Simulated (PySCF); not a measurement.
Broadened absorption spectrum of C6H12AsN

Compound: C6H12AsN.
Atom-mapped SMILES: `[CH2:1]=[N:2][C@@H:3]1[CH2:4][CH2:5][CH2:6][AsH:7][CH2:8]1` (hydrogens: H9, H10 on C1; H11 on C3; H12, H13 on C4; H14, H15 on C5; H16, H17 on C6; H18 on As7; H19, H20 on C8)

Theory: TDDFT CAM-B3LYP/def2-SVPD, vertical, gas phase, core orbitals frozen in the response in PySCF 2.14.0, density-fitted response routines. One conformer (not necessarily the lowest) at the PBE0-D3(BJ)/def2-SVP geometry, without solvent, vibrations or thermal averaging. The CAM-B3LYP/def2-SVPD calculation is non-relativistic and has no spin–orbit coupling, an omission that weighs most on arsenic.

Broadening: Gaussians 0.4 eV wide at half height, area fixed by f = 4.319×10⁻⁹ ∫ε dν̃. The width is an assumption, not a result. The curve ends short of the highest state used, and states not computed would add to its high-energy end.

```json
{"λ (nm)": "175.8", "ε (L mol⁻¹ cm⁻¹)": "13238"}
{"λ (nm)": "177.9", "ε (L mol⁻¹ cm⁻¹)": "12272"}
{"λ (nm)": "180.0", "ε (L mol⁻¹ cm⁻¹)": "9972"}
{"λ (nm)": "182.2", "ε (L mol⁻¹ cm⁻¹)": "7431"}
{"λ (nm)": "184.3", "ε (L mol⁻¹ cm⁻¹)": "5945"}
{"λ (nm)": "186.4", "ε (L mol⁻¹ cm⁻¹)": "5609"}
{"λ (nm)": "188.6", "ε (L mol⁻¹ cm⁻¹)": "6017"}
{"λ (nm)": "190.7", "ε (L mol⁻¹ cm⁻¹)": "6564"}
{"λ (nm)": "192.8", "ε (L mol⁻¹ cm⁻¹)": "6911"}
{"λ (nm)": "195.0", "ε (L mol⁻¹ cm⁻¹)": "6878"}
{"λ (nm)": "197.1", "ε (L mol⁻¹ cm⁻¹)": "6388"}
{"λ (nm)": "199.2", "ε (L mol⁻¹ cm⁻¹)": "5475"}
{"λ (nm)": "201.3", "ε (L mol⁻¹ cm⁻¹)": "4295"}
{"λ (nm)": "203.5", "ε (L mol⁻¹ cm⁻¹)": "3019"}
{"λ (nm)": "205.6", "ε (L mol⁻¹ cm⁻¹)": "1966"}
{"λ (nm)": "207.7", "ε (L mol⁻¹ cm⁻¹)": "1173"}
{"λ (nm)": "209.9", "ε (L mol⁻¹ cm⁻¹)": "625"}
{"λ (nm)": "212.0", "ε (L mol⁻¹ cm⁻¹)": "315"}
{"λ (nm)": "214.1", "ε (L mol⁻¹ cm⁻¹)": "147"}
{"λ (nm)": "216.2", "ε (L mol⁻¹ cm⁻¹)": "64"}
{"λ (nm)": "218.4", "ε (L mol⁻¹ cm⁻¹)": "24"}
{"λ (nm)": "220.5", "ε (L mol⁻¹ cm⁻¹)": "9"}
{"λ (nm)": "222.6", "ε (L mol⁻¹ cm⁻¹)": "3"}
{"λ (nm)": "224.8", "ε (L mol⁻¹ cm⁻¹)": "1"}
{"λ (nm)": "226.9", "ε (L mol⁻¹ cm⁻¹)": "0"}
{"λ (nm)": "229.0", "ε (L mol⁻¹ cm⁻¹)": "0"}
{"λ (nm)": "231.2", "ε (L mol⁻¹ cm⁻¹)": "0"}
{"λ (nm)": "233.3", "ε (L mol⁻¹ cm⁻¹)": "1"}
{"λ (nm)": "235.4", "ε (L mol⁻¹ cm⁻¹)": "2"}
{"λ (nm)": "237.5", "ε (L mol⁻¹ cm⁻¹)": "3"}
{"λ (nm)": "239.7", "ε (L mol⁻¹ cm⁻¹)": "6"}
{"λ (nm)": "241.8", "ε (L mol⁻¹ cm⁻¹)": "10"}
{"λ (nm)": "243.9", "ε (L mol⁻¹ cm⁻¹)": "16"}
{"λ (nm)": "246.1", "ε (L mol⁻¹ cm⁻¹)": "22"}
{"λ (nm)": "248.2", "ε (L mol⁻¹ cm⁻¹)": "29"}
{"λ (nm)": "250.3", "ε (L mol⁻¹ cm⁻¹)": "36"}
{"λ (nm)": "252.5", "ε (L mol⁻¹ cm⁻¹)": "42"}
{"λ (nm)": "254.6", "ε (L mol⁻¹ cm⁻¹)": "45"}
{"λ (nm)": "256.7", "ε (L mol⁻¹ cm⁻¹)": "47"}
{"λ (nm)": "258.8", "ε (L mol⁻¹ cm⁻¹)": "45"}
{"λ (nm)": "261.0", "ε (L mol⁻¹ cm⁻¹)": "41"}
{"λ (nm)": "263.1", "ε (L mol⁻¹ cm⁻¹)": "36"}
{"λ (nm)": "265.2", "ε (L mol⁻¹ cm⁻¹)": "30"}
{"λ (nm)": "267.4", "ε (L mol⁻¹ cm⁻¹)": "24"}
{"λ (nm)": "269.5", "ε (L mol⁻¹ cm⁻¹)": "18"}
{"λ (nm)": "271.6", "ε (L mol⁻¹ cm⁻¹)": "13"}
{"λ (nm)": "273.8", "ε (L mol⁻¹ cm⁻¹)": "9"}
{"λ (nm)": "275.9", "ε (L mol⁻¹ cm⁻¹)": "6"}
{"λ (nm)": "278.0", "ε (L mol⁻¹ cm⁻¹)": "4"}
{"λ (nm)": "280.1", "ε (L mol⁻¹ cm⁻¹)": "3"}
{"λ (nm)": "282.3", "ε (L mol⁻¹ cm⁻¹)": "2"}
{"λ (nm)": "284.4", "ε (L mol⁻¹ cm⁻¹)": "1"}
{"λ (nm)": "286.5", "ε (L mol⁻¹ cm⁻¹)": "1"}
{"λ (nm)": "288.7", "ε (L mol⁻¹ cm⁻¹)": "0"}
{"λ (nm)": "290.8", "ε (L mol⁻¹ cm⁻¹)": "0"}
{"λ (nm)": "292.9", "ε (L mol⁻¹ cm⁻¹)": "0"}
```

Problem. Locate the maxima and give the states behind the curve.

Solution. 257 nm (4.83 eV), ε about 47, made up of S1 (100%); 194 nm (6.40 eV), ε about 7000, made up of S3 (57%) and S4 (37%) (ε in L mol⁻¹ cm⁻¹; maxima over ε = 5, shares over 10%). At its high-energy end, 7.05 eV, the curve is still rising (ε about 13000, from S5 and S7). The states used: S1 4.83 eV (f 0.0007); S2 6.15 eV (f 0.015); S3 6.31 eV (f 0.067); S4 6.56 eV (f 0.060); S5 6.98 eV (f 0.135); S6 7.14 eV (f 0.014); S7 7.18 eV (f 0.065); S8 7.24 eV (f 0.021); S9 7.57 eV (f 0.012); S10 7.65 eV (f 0.043).

Problem. On this curve, what absorbance would a 10⁻⁴ mol/L sample give at 222 nm over a 1 cm path?

Solution. 222 nm is 5.585 eV, where ε is about 4.3 L mol⁻¹ cm⁻¹, so A = ε c l ≈ 0.00043 (Beer–Lambert, with the gas-phase spectrum and the assumed width).

Problem. Coming from long wavelengths, where does ε first pass 100 L mol⁻¹ cm⁻¹?

Solution. At about 215 nm (5.76 eV), 0.93 eV above S1.

Problem. What would ε be at 6.40 eV, the highest of these maxima, with half the width (0.2 eV)?

Solution. About 6720 L mol⁻¹ cm⁻¹ against 6950, a factor of about 1.0; a lone state at its own centre would give exactly 2.

All these states lie below the vertical ionisation energy of 8.63 eV (ΔSCF).
